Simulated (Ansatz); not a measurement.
Program: Ansatz. Geometries: PBE0-D4/def2-TZVP. ΔE: electronic, gas phase. CCSD(T)/CBS adds triple-zeta CCSD(T) − MP2 to the extrapolated MP2 energy (def2 sets, frozen cores). DFT in def2-TZVPP. HSE06 is defined as in plane-wave codes. Each species was taken in one conformer, which may not be the lowest.

Reaction (formal exchange of groups at a C–O bond): `COC(F)(F)Cl` + `C[SiH](F)F` → `CC[SiH](F)F` + `OC(F)(F)Cl`

| level | ΔE (kJ/mol) | difference from CCSD(T)/CBS |
| --- | --- | --- |
| PBE-D4 | -29.8 | -0.5 |
| r2SCAN-D4 | -26.1 | 3.2 |
| B97M-V | -24.9 | 4.4 |
| r2SCANh-D4 | -27.2 | 2.1 |
| r2SCAN0-D4 | -28.7 | 0.6 |
| HSE06-D4 | -31.5 | -2.2 |
| BHLYP-D4 | -25.3 | 4.0 |
| CAM-B3LYP-D4 | -24.0 | 5.3 |
| PBE-QIDH | -31.6 | -2.3 |
| PBE0 | -30.6 | -1.3 |
| HSE06 | -30.6 | -1.3 |
| HF/def2-SVP | -21.9 | 7.4 |
| HF/def2-QZVPP | -20.6 | 8.7 |
| HF/CBS(def2) | -20.5 | 8.8 |
| MP2/CBS(def2) | -33.1 | -3.8 |
| CCSD/CBS(def2) | -29.7 | -0.4 |
| CCSD(T)/CBS | -29.3 | 0 |

Question: What do rigid-rotor, harmonic-oscillator terms from PBE0-D4/def2-TZVP frequencies (298.15 K, 1 bar) make of the CCSD(T)/CBS value? (An estimate is asked.)

Answer: Ansatz gave: ΔZPE = +1.7 kJ/mol, ΔH = -28.0 kJ/mol, ΔS = -1 J/(mol·K), ΔG = -27.8 kJ/mol.

Largest T1 diagnostic among the species: 0.011.

Leaving LDA and LC-ωPBE aside and taking each functional with its dispersion term where it has one, the values, not all of them listed here, spread over 7.9 kJ/mol, from PBE-QIDH to BLYP-D4. In def2-TZVPP, CCSD(T) changes the Hartree–Fock value by −7.0 kJ/mol (the triples alone add +0.3 kJ/mol) and MP2 by −10.7 kJ/mol.

CCSD(T)/CBS has its own doubt, a few kJ/mol and more with outer-core shells, so smaller differences from it don't rank the levels.
